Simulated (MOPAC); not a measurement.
MOPAC input (PM7):

```
PM7 PRECISE GNORM=0.05 LET XYZ GEO-OK AUX(PRECISION=9) THREADS=1
HI

I    -0.00000000 1   -0.00000000 1   -0.02991592 1
H     0.00000000 1    0.00000000 1    1.58554378 1
```

Problem. What heat of formation does the run end on?

Solution. -0.16 kcal/mol.
